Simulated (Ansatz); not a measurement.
Basis-set extrapolation for C₂H₆ClNOSi, SMILES `NC(=O)[SiH2]CCl` (PBE0-D4/def2-TZVP geometry, frozen core, Ansatz 0.2.0). Multiplicity 1, RHF reference.

```
                      def2-TZVPP   def2-QZVPP
                 HF  -957.097288  -957.128577
    MP2 correlation    -1.078315    -1.162529
CCSD(T) correlation    -1.175784      not run
```

Energies in hartree. Use E(X) = E(∞) + A·exp(−7.88·√X) for Hartree–Fock and E(X) = E(∞) + B·X^(−2.97) for correlation, with X = 3 and 4, and add CCSD(T) minus MP2 of the smaller set to the MP2 limit.

**Question.** What is the CCSD(T) energy at the basis-set limit?

**Answer.** HF limit: -957.128577 + (-0.031289) × 0.13774 = -957.13289. MP2 limit: -1.162529 + (-0.084214) × 0.74074 = -1.22491. Higher-order term: -1.175784 − (-1.078315) = -0.09747. Total: -958.45527 hartree, 478.4 kJ/mol below CCSD(T)/def2-TZVPP.
